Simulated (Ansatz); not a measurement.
Relaxation of C₄H₈O₂Si (15 atoms, charge 0, multiplicity 1), to a largest force component of 0.015 eV/Å in at most 40 steps.

The calculation used RKS B3LYP-D4/def2-SVP (Ansatz 0.2.0).

```xyz
15
Properties=species:S:1:pos:R:3
C -0.593 -2.533 1.159
C -0.166 -1.601 0.497
C 0.386 -0.501 -0.315
C 2.015 -0.515 -0.189
O -0.023 0.751 0.181
Si -1.371 1.478 -0.467
O -2.667 0.522 -0.157
H -1.030 -3.257 1.721
H 0.166 -0.615 -1.319
H 2.360 -1.472 -0.521
H 2.253 -0.380 0.874
H 2.400 0.299 -0.752
H -1.589 2.818 0.143
H -1.206 1.631 -1.954
H -2.447 -0.372 0.089
```

Problem. Where does it end, and by what steps?

Solution. The run converged. After 19 steps the energy has fallen by 0.505 eV; H14 moved furthest, 1.06 Å.

```json
{"step": "0", "energy less start (eV)": "0.0000", "largest force component (eV/Å)": "3.291", "accepted": "yes"}
{"step": "1", "energy less start (eV)": "-0.3782", "largest force component (eV/Å)": "1.540", "accepted": "yes"}
{"step": "2", "energy less start (eV)": "-0.4491", "largest force component (eV/Å)": "0.318", "accepted": "yes"}
{"step": "3", "energy less start (eV)": "-0.4589", "largest force component (eV/Å)": "0.332", "accepted": "yes"}
{"step": "4", "energy less start (eV)": "-0.4692", "largest force component (eV/Å)": "0.145", "accepted": "yes"}
{"step": "5", "energy less start (eV)": "-0.4746", "largest force component (eV/Å)": "0.194", "accepted": "yes"}
{"step": "6", "energy less start (eV)": "-0.4793", "largest force component (eV/Å)": "0.203", "accepted": "yes"}
{"step": "7", "energy less start (eV)": "-0.4841", "largest force component (eV/Å)": "0.321", "accepted": "yes"}
{"step": "8", "energy less start (eV)": "-0.4885", "largest force component (eV/Å)": "0.352", "accepted": "yes"}
{"step": "9", "energy less start (eV)": "-0.4910", "largest force component (eV/Å)": "0.473", "accepted": "yes"}
{"step": "10", "energy less start (eV)": "-0.4894", "largest force component (eV/Å)": "0.476", "accepted": "no"}
{"step": "11", "energy less start (eV)": "-0.4999", "largest force component (eV/Å)": "0.185", "accepted": "yes"}
{"step": "12", "energy less start (eV)": "-0.4874", "largest force component (eV/Å)": "1.267", "accepted": "no"}
{"step": "13", "energy less start (eV)": "-0.5030", "largest force component (eV/Å)": "0.048", "accepted": "yes"}
{"step": "14", "energy less start (eV)": "-0.5037", "largest force component (eV/Å)": "0.062", "accepted": "yes"}
{"step": "15", "energy less start (eV)": "-0.5042", "largest force component (eV/Å)": "0.051", "accepted": "yes"}
{"step": "16", "energy less start (eV)": "-0.5045", "largest force component (eV/Å)": "0.030", "accepted": "yes"}
{"step": "17", "energy less start (eV)": "-0.5048", "largest force component (eV/Å)": "0.023", "accepted": "yes"}
{"step": "18", "energy less start (eV)": "-0.5050", "largest force component (eV/Å)": "0.018", "accepted": "yes"}
{"step": "19", "energy less start (eV)": "-0.5051", "largest force component (eV/Å)": "0.012", "accepted": "yes"}
```

```xyz
15
Properties=species:S:1:pos:R:3
C -0.845 -2.390 0.642
C -0.170 -1.514 0.147
C 0.635 -0.440 -0.471
C 2.087 -0.479 -0.001
O 0.106 0.844 -0.184
Si -1.481 1.313 -0.449
O -2.511 0.746 0.721
H -1.426 -3.179 1.083
H 0.611 -0.609 -1.567
H 2.551 -1.447 -0.241
H 2.131 -0.319 1.087
H 2.648 0.326 -0.498
H -1.504 2.788 -0.356
H -1.869 0.820 -1.806
H -2.475 -0.206 0.885
```

Whether the end is a true minimum wasn't checked by a vibrational analysis.

Time of the run: 89 s on 2 threads of Arm Neoverse V2 (shared host), peak memory 0.41 GiB.
